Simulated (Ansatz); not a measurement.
Mulliken charges of C2Cl2FI, SMILES `F/C(Cl)=C(\Cl)I` from r2SCAN/def2-TZVPP in Ansatz (PBE0-D4/def2-TZVP geometry).

```
atom   x (Å)   y (Å)   z (Å)  charge (e)
  F1  -0.893  -1.552   0.462      -0.145
  C2  -0.392  -0.331   0.512       0.208
 Cl3  -0.773   0.481   1.949      -0.027
  C4   0.332   0.159  -0.495      -0.044
 Cl5   0.618  -0.805  -1.874      -0.051
  I6   1.142   2.058  -0.474       0.059
```

By hand: the dipole of these point charges (1 e Å = 4.8032 D).

Σ q r = (0.090, 0.299, 0.076) e Å, of length 0.321 e Å = 1.54 D.

How does the dipole of the full density compare? (Estimate.)

Computed: (0.027, 0.145, 0.070) e Å, 0.78 D; the point charges give 1.97 times that, at 13° from its direction.

Point charges leave out the atoms' own dipoles, such as those of lone pairs, and Mulliken's split depends on the basis, so the two needn't agree.
